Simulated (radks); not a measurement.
Polarisability of the nitrogen ion N3+, [He] 2s2, at imaginary frequency. Calculated with a radial shooting solver on a logarithmic mesh with Libxc functionals: scalar-relativistic Kohn-Sham, LDA (Slater exchange, VWN5 correlation), spin-unpolarised, spherical densities, finite nucleus; Fermi nuclear charge, rms radius 2.5582 fm. Response by self-consistent Sternheimer equations with the Hartree and adiabatic LDA kernel, the relativistic mass of each level held fixed and spin-orbit coupling left out.

w (hartree),alpha1(iw) (bohr^3),alpha2(iw) (bohr^5)
0.00266,2.102,1.489
0.0143,2.101,1.489
0.0360,2.094,1.489
0.0697,2.072,1.487
0.118,2.017,1.483
0.186,1.905,1.475
0.280,1.706,1.458
0.413,1.407,1.422
0.605,1.043,1.353
0.892,0.6909,1.223
1.35,0.4133,0.9982
2.12,0.2230,0.6746
3.59,0.1033,0.3366
6.94,0.03707,0.1093
17.5,0.008508,0.01867

Static values: alpha1 = 2.102 bohr^3 (0.3115 angstrom^3; uncoupled 3.953), alpha2 = 1.489 bohr^5, alpha3 = 3.113 bohr^7. C6 = 2.058, C8 = 11.38, triple-dipole C9 = 3.124 atomic units. One-pole (London) frequency 4 C6 / (3 alpha1^2) = 0.621 hartree, against 2.492 for minus the highest occupied eigenvalue.
